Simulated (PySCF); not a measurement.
Spinor energies of Cr²⁺ (chromium, charge +2)

Start: [Ar] 3d4; 3d3/2 filled at m_j = -3/2, -1/2, +1/2, +3/2. Calculated with PySCF 2.14 in x2c-SVPall-2c (5s5p3d1f, 42 functions): generalised Hartree-Fock with the X2C-1e Hamiltonian and a Gaussian nucleus; one run each with spin-orbit coupling (SO) switched off, then screened by Boettger's factors.

```tsv
spinor shell	electrons	ε, spin-free (eV)	ε, screened SO (eV)	weight of nominal j (screened SO)	rms radius, screened SO (bohr)
1s1/2	2	-6062.9	-6062.9	1.000	0.0735
2s1/2	2	-745.68	-745.67	1.000	0.316
2p1/2	2	-627.27	-633.62	0.981	0.286
2p3/2	4	-627.27	-624.12	0.990	0.288
3s1/2	2	-113.58	-113.58	1.000	0.965
3p1/2	2	-78.541	-80.042	0.657	1.04
3d3/2	4	-32.410	-32.414	0.510	1.33
```

Where does 3p3/2 lie, and what is the 3p spin-orbit splitting (screened SO)?

At -77.789 eV, 2.253 eV above 3p1/2.

```json
{"quantity": "E (hartree)", "spin-free": "-1048.72371", "screened SO": "-1048.73302"}
{"quantity": "M_J", "spin-free": "0", "screened SO": "0"}
{"quantity": "⟨J²⟩", "spin-free": "4.004", "screened SO": "3.943"}
{"quantity": "⟨L²⟩", "spin-free": "6.004", "screened SO": "6.002"}
{"quantity": "⟨S²⟩", "spin-free": "6.000", "screened SO": "5.999"}
```

The determinant has a definite M_J but mixes levels of different J.

Each row is a mean over spinors that exchange with the open shell spreads, by up to 12.427 eV (3p3/2).

Rows whose weight is well below 1 are mixtures of j = l ± 1/2: exchange outweighs spin-orbit coupling there, and the label is only the starting occupation.

Without spin-orbit coupling the j labels of p, d and f shells carry no meaning; the spin-free column gives the mean over the occupied spinors of each nl shell, and its ⟨J²⟩ belongs to a mixture of degenerate components.
